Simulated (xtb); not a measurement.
xtb input:

```bash
xtb mol.xyz --gfnff --opt tight --chrg 0 --uhf 0
```
mol.xyz:
```
16

C      2.51827840    -0.36631534     0.03716063
C      1.02633590    -0.23648439     0.05297084
C      0.20064417    -1.18960319     0.49604143
C     -1.29464802    -0.97630224     0.47729255
Si    -1.44457360     0.76381707    -0.25918704
C      0.41549784     1.05307316    -0.46386401
H      2.90684472    -0.25763547    -0.98008712
H      2.98325406     0.42419664     0.63424403
H      2.84534157    -1.33003701     0.42877931
H      0.59722551    -2.12726866     0.87450251
H     -1.80079840    -1.73627655    -0.12506505
H     -1.72255460    -1.04919092     1.48142246
H     -2.08888475     1.73621783     0.65804225
H     -2.18373783     0.79393116    -1.54559717
H      0.78084472     1.91236587     0.10707482
H      0.70984571     1.23404994    -1.50230606
```

Problem. Which total energy does the run end on?

Solution. -2.40057 Eh (GFN-FF).
